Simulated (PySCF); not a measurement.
C3H4BrCl. Atoms are numbered in the order given.

```xyz
9

C     -1.6851    -1.0687     0.0000
C     -0.1978    -1.0713     0.0000
Cl     0.5215    -2.6714     0.0000
C      0.6505    -0.0318     0.0000
Br     0.0857     1.7669     0.0000
H     -2.0667    -1.5999     0.8869
H     -2.0722    -0.0413     0.0000
H     -2.0667    -1.5999    -0.8869
H      1.7345    -0.1557     0.0000
```
Charge 0, spin multiplicity 1.

Geometry optimised at r2SCAN-D4/def2-SVP.

Computed with TDDFT-PBE/def2-SVPD run with PySCF 2.14.0.

Vertical excitations. The molecule is in vacuum. State labels are in the subgroup Cs.

Computed UV-visible absorptions:
```csv
state,symmetry,energy (eV),λ (nm),f,main pairs
S1,A",4.74,262,0.000,HOMO→LUMO+1 100 %
S2,A',5.50,225,0.232,HOMO→LUMO 89 %
S3,A",5.74,216,0.000,HOMO−1→LUMO 99 %
S4,A",5.86,211,0.002,HOMO→LUMO+2 96 %
S5,A',5.99,207,0.014,HOMO−1→LUMO+1 98 %
S6,A",6.06,205,0.019,HOMO→LUMO+3 97 %
S7,A",6.28,197,0.000,HOMO−2→LUMO 99 %
S8,A',6.46,192,0.036,HOMO−2→LUMO+1 96 %
S9,A",6.76,184,0.000,HOMO→LUMO+4 90 %
S10,A",6.80,182,0.003,HOMO−3→LUMO+1 88 %
T1,A',3.79,327,0,HOMO→LUMO 97 %
T2,A",4.26,291,0,HOMO→LUMO+1 100 %
T3,A',5.48,226,0,HOMO−1→LUMO+1 99 %
T4,A",5.62,221,0,HOMO→LUMO+2 87 %
```
Triplets are in the Tamm–Dancoff approximation, which puts them higher than full response would, so one can lie above its singlet here.
